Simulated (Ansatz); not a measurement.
Species: C6H4Se2, SMILES `c1cc2[se]ccc2[se]1` (charge 0, multiplicity 1).

### Question
Give a relaxed geometry from PBE-D3(BJ)/def2-SVP in Ansatz (a quantum-chemistry and plane-wave program).

### Answer
the end point of this relaxation (outside a Z-matrix the atoms follow the SMILES, hydrogens last).
Z-matrix (Å, degrees):
```
C
C 1 1.4047
C 2 1.4296 1 116.41
C 3 1.3776 2 113.30 1 0.00
H 4 1.0973 3 127.14 2 -180.00
H 3 1.0991 4 122.65 5 0.00
C 1 1.4296 2 116.41 3 -180.00
C 7 1.3776 1 113.30 2 0.00
H 8 1.0973 7 127.14 1 -180.00
H 7 1.0991 8 122.65 9 0.00
Se 4 1.8843 5 119.89 3 -180.00
Se 8 1.8843 9 119.89 7 -180.00
```
